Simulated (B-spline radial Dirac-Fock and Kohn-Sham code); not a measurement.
ΔSCF core binding energies without Breit or QED terms, calculated with a radial atomic solver.

A sound run for the Ru⁶⁺ ion in the configuration [Kr] 4d2: The ground state converged in 9 iterations, with total energy -4520.94048 Ha, virial ratio 1.96069 and highest orbital energy -92.12 eV. ΔSCF binding energies: K (1s) 22287.9 eV, L3 (2p3/2) 2951.9 eV, M5 (3d5/2) 385.8 eV.

A second run, with one unsound setting: The ground state had not converged after 2 iterations, with total energy -4520.12809 Ha, virial ratio 1.94813 and highest orbital energy -84.52 eV. ΔSCF binding energies: K (1s) 22321.3 eV, L3 (2p3/2) 2976.9 eV, M5 (3d5/2) 393.9 eV (not all states converged, so these are not final).

```
iter   energy (Ha)        error
   1    -4513.92764904  1.54e+00
   2    -4520.12809430  3.33e-01
```

Task: Which fault fits the second run best?
A. too few quadrature points
B. too few iterations
C. nuclear radius in wrong units
D. speed of light below Z

Result: B. The input had maxit = 2: maxit ends the run before self-consistency.
